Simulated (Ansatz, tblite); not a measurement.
Isomers of Cr$_{2}$F$_{6}$ (singlet), found by a short tight-binding search and relaxed with B3LYP-D4/def2-SVP in Ansatz.

The xTB rows come from tblite.

Run but left out: HF/STO-3G (A: restricted singlet, unstable in another Hartree–Fock run and untested here); HF/def2-TZVP, MP2/def2-TZVP (A: restricted singlet, unstable towards broken spin symmetry).

A further structure is left out (an occupied level 0.11 to 0.12 eV above an empty one); at PBE0-D4/def2-TZVP its energy lies 2.44 eV above the lowest shown.

A: The restricted singlet is unstable towards broken spin symmetry in Hartree–Fock (as tested in another run); at PBE-D4/def2-SVP, PBE-D4/def2-TZVP, r2SCAN-D4/def2-TZVP, PBE0-D4/def2-SVP and others this wasn't settled. B: The restricted singlet is unstable towards broken spin symmetry in Hartree–Fock (as tested in another run); at PBE-D4/def2-SVP, PBE-D4/def2-TZVP, r2SCAN-D4/def2-TZVP, PBE0-D4/def2-SVP and others this wasn't settled.

Other spin states weren't relaxed.

A:

| atom | x (Å) | y (Å) | z (Å) |
| --- | --- | --- | --- |
| Cr1 | 1.186 | -0.276 | 0.772 |
| Cr2 | -1.186 | 0.276 | -0.773 |
| F3 | -0.478 | -1.081 | 0.348 |
| F4 | -2.459 | 1.097 | 0.004 |
| F5 | 0.479 | 1.079 | -0.351 |
| F6 | 2.466 | -1.088 | -0.002 |
| F7 | 1.204 | 0.236 | 2.396 |
| F8 | -1.214 | -0.243 | -2.394 |

B:

Cartesian coordinates in Å:
```
Cr -0.362 -0.745 -0.413
Cr 0.362 0.745 0.413
F -0.740 -1.724 0.928
F -1.683 -0.063 -1.242
F -0.932 1.244 1.401
F 1.702 0.068 1.216
F 0.710 1.737 -0.926
F 0.943 -1.262 -1.377
```

**Question.** Estimate which lies lowest at each level, and how far above it the others are (kJ/mol).

**Answer.** 
| level | A | B |
| --- | --- | --- |
| GFN1-xTB | 0.0 | 274.1 |
| GFN2-xTB | 0.0 | 138.1 |
| PBE-D4/def2-SVP | 235.3 | 0.0 |
| PBE-D4/def2-TZVP | 240.3 | 0.0 |
| r2SCAN-D4/def2-TZVP | 194.0 | 0.0 |
| PBE0-D4/def2-SVP | 67.3 | 0.0 |
| PBE0-D4/def2-TZVP | 85.9 | 0.0 |
| r2SCAN0-D4/def2-TZVP | 43.3 | 0.0 |
| CAM-B3LYP-D4/def2-TZVP | 54.0 | 0.0 |
| ωB97X-V/def2-TZVP | 68.5 | 0.0 |
Point groups (tolerance 0.1 Å): A D2h, B not assigned. Lower isomers may exist. From def2-SVP to def2-TZVP the PBE0 values move by up to 18.6 kJ/mol, so results in the small set are rough.
